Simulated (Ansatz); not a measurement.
Consider the redistribution: `[OH][Ga]([F])[F]` + `CCB(S)Br` → `[F][Ga]([F])[SH]` + `CCB(O)Br`.

Gas-phase electronic energies from Ansatz, PBE0-D4/def2-TZVP geometries. CBS: MP2 limit from def2 TZ/QZ plus the TZ coupled-cluster correction, frozen cores. Functionals use def2-TZVPP. B3LYP here is the variant with VWN-RPA as its local correlation; programs differ in this. HSE06 is defined as in plane-wave codes. For Br, Ga outer-core shells are correlated without core-valence functions, which leaves a few kJ/mol of doubt a bond. Scalar relativity is left out up to krypton. Each species was taken in one conformer, which may not be the lowest.

`[OH][Ga]([F])[F]`:

```xyz
5

O     0.458   -0.296    1.237
Ga   -0.250    0.260   -0.272
F    -1.305    1.629   -0.303
F     0.072   -0.528   -1.787
H     1.025   -1.064    1.125
```

`CCB(S)Br`:

Cartesian coordinates in Å:
```
C -1.132 0.876 -0.427
C -0.006 0.315 0.438
B 0.966 -0.687 -0.265
S 1.645 -2.161 0.479
Br 1.580 -0.351 -2.063
H -1.733 1.596 0.132
H -0.738 1.378 -1.311
H -1.799 0.081 -0.771
H 0.629 1.145 0.784
H -0.415 -0.136 1.347
H 1.003 -2.057 1.656
```

`[F][Ga]([F])[SH]`:

Z-matrix (Å, degrees):
```
Ga
F 1 1.736
S 1 2.163 2 122.4
F 1 1.739 2 115.1 3 180.0
H 3 1.345 1 91.6 2 -179.8
```

`CCB(O)Br`:

Cartesian coordinates in Å:
```
C -0.573 0.828 -1.055
C -0.122 -0.433 -0.326
B 0.378 -0.254 1.150
O 1.388 -0.953 1.705
Br -0.498 0.993 2.343
H -0.934 0.596 -2.059
H -1.379 1.325 -0.512
H 0.245 1.545 -1.152
H 0.651 -0.951 -0.909
H -0.963 -1.139 -0.272
H 1.807 -1.558 1.086
```

```json
{"level": "LDA (SPW92)", "ΔE (kcal/mol)": "-23.2", "difference from CCSD(T)/CBS": "-1.7"}
{"level": "B97M-V", "ΔE (kcal/mol)": "-23.0", "difference from CCSD(T)/CBS": "-1.5"}
{"level": "B3LYP-D4", "ΔE (kcal/mol)": "-22.9", "difference from CCSD(T)/CBS": "-1.4"}
{"level": "r2SCANh-D4", "ΔE (kcal/mol)": "-22.7", "difference from CCSD(T)/CBS": "-1.2"}
{"level": "HSE06-D4", "ΔE (kcal/mol)": "-22.6", "difference from CCSD(T)/CBS": "-1.1"}
{"level": "CAM-B3LYP-D4", "ΔE (kcal/mol)": "-23.6", "difference from CCSD(T)/CBS": "-2.1"}
{"level": "PBE-QIDH", "ΔE (kcal/mol)": "-21.8", "difference from CCSD(T)/CBS": "-0.3"}
{"level": "BLYP", "ΔE (kcal/mol)": "-23.0", "difference from CCSD(T)/CBS": "-1.5"}
{"level": "r2SCAN", "ΔE (kcal/mol)": "-22.5", "difference from CCSD(T)/CBS": "-1.0"}
{"level": "BHLYP", "ΔE (kcal/mol)": "-24.7", "difference from CCSD(T)/CBS": "-3.2"}
{"level": "LC-ωPBE", "ΔE (kcal/mol)": "-22.7", "difference from CCSD(T)/CBS": "-1.2"}
{"level": "RPA@PBE/def2-TZVPP", "ΔE (kcal/mol)": "-20.3", "difference from CCSD(T)/CBS": "1.2"}
{"level": "SCS-MP2/def2-TZVPP", "ΔE (kcal/mol)": "-19.9", "difference from CCSD(T)/CBS": "1.6"}
{"level": "SCS-MP2/def2-QZVPP", "ΔE (kcal/mol)": "-20.1", "difference from CCSD(T)/CBS": "1.4"}
{"level": "HF/CBS(def2)", "ΔE (kcal/mol)": "-25.2", "difference from CCSD(T)/CBS": "-3.7"}
{"level": "CCSD/CBS(def2)", "ΔE (kcal/mol)": "-22.3", "difference from CCSD(T)/CBS": "-0.8"}
{"level": "CCSD(T)/CBS", "ΔE (kcal/mol)": "-21.5", "difference from CCSD(T)/CBS": "0"}
```

Largest T1 diagnostic among the species: 0.015.

Leaving LDA and LC-ωPBE aside and taking each functional with its dispersion term where it has one, the values, not all of them listed here, spread over 3.4 kcal/mol, from BHLYP-D4 to revPBE-D4. LDA lies −1.0 kcal/mol from PBE without D4. From BLYP to BHLYP (50 % exact exchange), in def2-TZVPP and without D4, ΔE moves by −1.7 kcal/mol. The D4 term adds +0.9 kcal/mol with B3LYP and +0.5 kcal/mol with PBE0; it sums over pairs of atoms, weighted by their polarisabilities, and B3LYP, whose exchange is more repulsive, gets the larger term.
